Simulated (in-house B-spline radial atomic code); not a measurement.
Cs. Computed with a B-spline radial atomic code. Model: non-relativistic spherical atom: semilocal Troullier-Martins pseudo-atom, one channel per l, against all electrons, high spin, G0W0 and RPA with empty states to l = 8, local potential for every l without a channel, a model core (radius 0 = none) keeps its share of the functional.

Without relativity these are model numbers for so heavy an element.

What the tables leave out is listed at the end.

The pseudopotential gives back the lowest level of each angular momentum of its own functional in the configuration it was made in; a second state of the same l is only approximately right. Exact exchange, RPA and GW see the smooth pseudo-orbitals and miss the exchange with the core, for which the functional's share stands in. The column with an uncorrelated core keeps all orbitals and exact exchange, and so separates missing core correlation from pseudisation. Only the three outermost levels and the lowest empty one were computed. RPA here is direct RPA, with no exchange kernel, and its energies carry an (l + 1/2)⁻⁴ tail. A hybrid on a potential with a model core restores only its own semilocal share of the core's exchange.

Command:
```bash
python run_psgw.py task.json out
```
Settings (lengths in bohr, energies in hartree):
```
Z                      55
electrons              55
configuration          [Xe] 6s1
generated_in           [Xe] 6s1
functional             pbe,pbe
core_shells            10
radius_factor          0.8
core_correction        False
ion_configuration      [Kr] 4d10 5s2 5p6
```

Run time, properties included: 88 s on 1 thread of Arm Neoverse N1, with other jobs on the host.

Given: made with PBE; model core radius 0 bohr; local radius 1.74 bohr; mean-field start PBE0.

Valence shells of the generating configuration: 5p, 6s.

Channel: s 3.4, p 1.447, d 2.444 (radii in bohr).

Computed: largest level miss in the spin-unpolarised generating configuration 0 eV; valence RPA correlation energy all-electron orbitals -0.24729 hartree; valence RPA correlation energy pseudo -0.35342 hartree; pseudo-atom RPA polarisability 189.07 bohr³; ionisation by mean-field all-electron 3.751 eV; ionisation by mean-field pseudo minus all 0.128 eV; ionisation by RPA pseudo minus all 0.249 eV.

```tsv
level	occupied	mean-field all-electron (eV)	mean-field pseudo minus all (eV)	G0W0 all-electron (eV)	G0W0 uncorrelated core minus all (eV)	G0W0 pseudo minus all (eV)	exchange self-energy all-electron (eV)	exchange self-energy pseudo (eV)
6s up	1	-2.5736	-0.084	-3.9872	0.042	-0.2	-4.9611	-5.2374
6s down (empty)	0	-1.0097	-0.055	-0.45413	0.044	-0.086	-0.84512	-0.94551
```

(1) What is the all-electron RPA polarisability, core included?

(2) What is the ionisation by RPA all-electron?

Given: mean-field start Hartree-Fock.

Computed: valence RPA correlation energy all-electron orbitals -0.19564 hartree; valence RPA correlation energy pseudo -0.29255 hartree; all-electron RPA polarisability, core included 164.13 bohr³; pseudo-atom RPA polarisability 102.6 bohr³; ionisation by mean-field all-electron 3.3591 eV; ionisation by RPA pseudo minus all 0.296 eV.

| level | occupied | mean-field all-electron (eV) | mean-field pseudo minus all (eV) | G0W0 all-electron (eV) | G0W0 uncorrelated core minus all (eV) | G0W0 pseudo minus all (eV) | exchange self-energy all-electron (eV) | exchange self-energy pseudo (eV) |
| --- | --- | --- | --- | --- | --- | --- | --- | --- |
| 6s up | 1 | -3.3719 | -0.566 | -3.9125 | 0.036 | -0.357 | -4.5068 | -5.7874 |
| 5p down | 1 | -18.576 | 2.239 | -18.936 | 0.05 | 1.778 | -20.638 | -14.028 |
| 5p up | 1 | -18.613 | 1.99 | -18.968 | 0.045 | 1.72 | -20.597 | -14.198 |

(3) What is the ionisation by RPA all-electron?

(4) What is the ionisation by mean-field pseudo minus all?

Answers

(1) 213.45 bohr³.

(2) 4.0454 eV.

(3) 3.8265 eV.

(4) 0.512 eV.

Among the listed levels the largest G0W0 shift of the pseudo-atom is +1.78 eV, for 5p down on the Hartree-Fock start, while leaving the core uncorrelated moves that level by +0.05 eV. So pseudisation and the lost core exchange, not the missing core correlation, make the error. Not in the tables (levels of low weight, unsolved or above zero; the highest and the empty levels are kept at any weight): on PBE, a start not tabulated, the G0W0 levels 6s up (pseudo minus all -0.10 eV, weights 0.51 and 0.58), 5p down (pseudo minus all +0.78 eV, weights 0.09 and 0.10), 5p up (pseudo minus all +0.80 eV, weights -0.00 and 0.16), 6s down (pseudo minus all -0.18 eV, weights 0.70 and 0.68); on PBE0 the G0W0 levels 5p down (pseudo minus all +0.89 eV, weights 0.52 and 0.37), 5p up (pseudo minus all +0.86 eV, weights 0.51 and 0.37).
